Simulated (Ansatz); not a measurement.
# BClGaGeH2: where a starting geometry ends

The starting geometry of this gas-phase doublet was optimised with GFN2-xTB.

```xyz
6

B     0.6055    0.0216    0.6683
Cl   -0.8755   -1.0200   -0.0388
Ga   -0.2034    0.0658   -2.2187
Ge   -0.7683    1.4170    0.0119
H     0.7300   -0.2485    1.8097
H     1.5643   -0.2434   -0.0091
```

**Question.** Where would you expect an optimisation with B3LYP-D3(BJ)/def2-SVP to take it?

**Answer.** A bond breaks, giving a structure with Cl2 bridging B1 and Ge4, given below by its coordinates. Contacts that open: Cl2–Ga3 (2.53 → 3.08 Å).

The energy falls by 0.37 eV over 11 steps:

| step | E − E(last) (eV) |
| --- | --- |
| 1 | 0.374 |
| 2 | 0.173 |
| 3 | 0.071 |
| 4 | 0.040 |
| 5 | 0.019 |
| 7 | 0.002 |
| 8 | 0.001 |
| 9 | 0.000 |
| 10 | 0.000 |
| 11 | 0.000 |

Final geometry (Å):

```yaml
atoms:
  - { symbol: B, position_ang: [0.5552, -0.0257, 0.5177] }
  - { symbol: Cl, position_ang: [-1.0782, -1.1623, 0.2518] }
  - { symbol: Ga, position_ang: [0.3259, 0.3124, -2.0537] }
  - { symbol: Ge, position_ang: [-1.0500, 1.3645, 0.0717] }
  - { symbol: H, position_ang: [0.8893, -0.0137, 1.6756] }
  - { symbol: H, position_ang: [1.4102, -0.4825, -0.2398] }
```

Frequencies at the end are all real (lowest 51 cm⁻¹). Open shells are spin-unrestricted. Run with Ansatz 0.2.0, 69 s on 2 threads of Intel(R) Xeon(R) Platinum 8488C (Sapphire Rapids) (shared host).
